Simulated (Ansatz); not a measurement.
PdS3⁻, relaxed as a doublet with UKS PBE0-D4/def2-SVPD in Ansatz, starting from the GFN2-xTB geometry. Force threshold 0.02 eV/Å.

In the def2 sets Pd takes a core potential; there is no spin–orbit coupling. The relaxation made no stability test and no search for a lower SCF solution. No other spin state of charge -1 was run. The structure comes from a short search, and lower isomers may exist.

Start:

```xyz
4

Pd   -0.7210    0.8935   -0.5859
S    -0.3930   -0.0942    1.3648
S     0.9131   -1.4974    1.7392
S     0.2009    0.6981   -2.5181
```

```tsv
step	energy (eV)	largest force component (eV/Å)	SCF passes
1	-35966.8821	0.502	91
2	-35966.9154	0.179	52
3	-35966.9646	0.728	64
4	-35967.0121	0.246	55
5	-35967.0361	0.098	53
6	-35967.0550	0.222	63
7	-35967.0814	0.475	61
8	-35967.1284	0.382	51
9	-35967.1968	0.282	74
10	-35967.4518	0.723	179
11	-35967.7630	0.459	49
12 (rejected)	-35967.7459	0.907	51
13	-35967.8132	0.124	44
14	-35967.8162	0.045	41
15	-35967.8169	0.033	38
16 (rejected)	-35967.8169	0.051	38
17	-35967.8171	0.001	38
```

Force components are those of the run's own axes.

End:

```csv
atom,x (Å),y (Å),z (Å)
Pd1,0.1196,0.0714,-0.5128
S2,-0.7642,0.1343,1.6205
S3,0.7716,-1.2045,1.3654
S4,-0.1270,0.9988,-2.4730
```

Bonds formed: Pd1–S3 (atoms count from 1). The end is the same structure that another start reached, the lowest one found.

No frequencies were taken in this run, so the end may be a saddle point.

Run time 69 s (4 threads of Arm Neoverse V1 on a shared host).
